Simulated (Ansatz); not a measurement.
A nudged elastic band was laid between two geometries of C$_{2}$H$_{8}$BCl$_{2}$N (14 atoms, charge 0, multiplicity 1).

Theory: RKS revPBE-D4/6-31G* in Ansatz 0.2.0.

```json
{
  "movable images": "1",
  "climbing image": "yes",
  "spring": "5.0 eV/Å²",
  "optimiser": "quadratic models (default)",
  "start path": "through a guess of the saddle point",
  "force threshold": "0.03 eV/Å",
  "iteration limit": "60",
  "end points": "relaxed"
}
```

Image 0:

```xyz
14
Properties=species:S:1:pos:R:3
B 0.084 0.168 0.260
Cl 0.458 -0.776 1.833
C 1.275 0.159 -0.806
H 1.394 -0.860 -1.210
H 1.074 0.824 -1.668
H 2.247 0.445 -0.365
Cl -1.578 -0.314 -0.474
N -0.225 1.705 0.782
H -0.623 2.217 -0.018
C 0.927 2.461 1.364
H 1.345 1.856 2.180
H 1.685 2.594 0.581
H 0.594 3.440 1.740
H -0.984 1.628 1.475
```

Image 2:

```xyz
14
Properties=species:S:1:pos:R:3
B 0.013 0.747 -0.468
Cl -0.335 -0.240 3.094
C 1.369 0.083 -0.914
H 1.295 -1.016 -0.835
H 1.557 0.300 -1.983
H 2.252 0.411 -0.341
Cl -1.523 0.196 -1.230
N -0.133 1.743 0.538
H -1.065 2.148 0.657
C 0.932 2.532 1.173
H 1.886 1.993 1.092
H 1.041 3.518 0.686
H 0.712 2.684 2.243
H -0.328 0.448 1.960
```

Q: What changes between the two ends?

A: Bonds broken: B1–Cl2, N8–H14. Bonds formed: Cl2–H14. C2H8BCl2N becomes C2H7BClN + ClH.

Q: Give the energies along the band, and the barrier.

A: It converged. The highest image is number 1 of 0 to 2, 120.3 kJ/mol above the first end and 46.3 kJ/mol above the last; the last end lies 74.0 kJ/mol above the first. Neighbouring images differ by up to 1.2 eV, so the band resolves the path poorly. Another band between the same ends (9 images) ends at a top of the same energy, where a vibrational analysis finds 1 clearly imaginary mode. So few images can step over the top or miss a turn of the path. The orbitals stay closed-shell, which can raise the energy where a bond breaks towards radicals; this wasn't checked here.

```tsv
image	path coordinate (Å)	energy (kJ/mol)	B1–Cl2 (Å)	N8–H14 (Å)	Cl2–H14 (Å)
0	0.00	0.0	1.87	1.03	2.83
1	2.41	120.3	2.78	1.22	1.66
2	4.22	74.0	3.71	1.93	1.33
```

Q: What is the geometry of the highest image?

A: 
```xyz
14
Properties=species:S:1:pos:R:3
B -0.055 0.551 -0.204
Cl -0.098 -0.727 2.262
C 1.341 0.071 -0.714
H 1.282 -0.954 -1.112
H 1.676 0.726 -1.545
H 2.113 0.095 0.070
Cl -1.575 0.117 -1.010
N -0.205 1.663 0.831
H -1.107 2.149 0.771
C 0.929 2.589 1.093
H 1.791 1.990 1.420
H 1.196 3.158 0.189
H 0.652 3.282 1.901
H -0.267 0.835 1.720
```

Time of the run: 26 s on 4 threads of Intel(R) Xeon(R) Platinum 8488C (Sapphire Rapids), with other jobs on the host, peak memory 0.2 GiB.
